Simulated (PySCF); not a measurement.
Species: [Y(H2O)6]3+ (charge +3 and singlet state).
Bonds: Y1–O2, Y1–O5, Y1–O8, Y1–O11, Y1–O14, Y1–O17. Hydrogens: H3, H4 on O2; H6, H7 on O5; H9, H10 on O8; H12, H13 on O11; H15, H16 on O14; H18, H19 on O17.

Method: PBE0-D3(BJ)/def2-SVP geometry optimisation, gas phase, def2 core potentials past Kr in PySCF 2.14.0.

**Question.** Give the optimised bond lengths and angles.

**Answer.** 
| bond | length (Å) |
| --- | --- |
| Y1–O2 and 5 like bonds | 2.316 |
| O2–H3 and 11 like bonds | 0.977 |

Bonds in one row agree within 0.01 Å and their mean is given. A selection of angles:
| angle | degrees |
| --- | --- |
| O2–Y1–O5 | 179.6 |
| O2–Y1–O8 | 90.5 |
| O2–Y1–O11 | 89.6 |
| Y1–O2–H3 | 127.9 |
| H3–O2–H4 | 104.1 |

Y1 (yttrium bonded to 6 O) is octahedral (the three widest angles are 179.8°, 179.6° and 179.6°, the others run from 89.4° to 90.8°). O2 (oxygen bonded to Y and 2 H) is planar (angles 128.0°, 127.9° and 104.1°, sum 360.0°, 0.00 Å off the plane of its three neighbours). All 6 O–Y bonds measure 2.314 to 2.317 Å.

Whether it is a minimum is left open (no frequencies). The ion is multiply charged and computed without counter-ions or solvent.
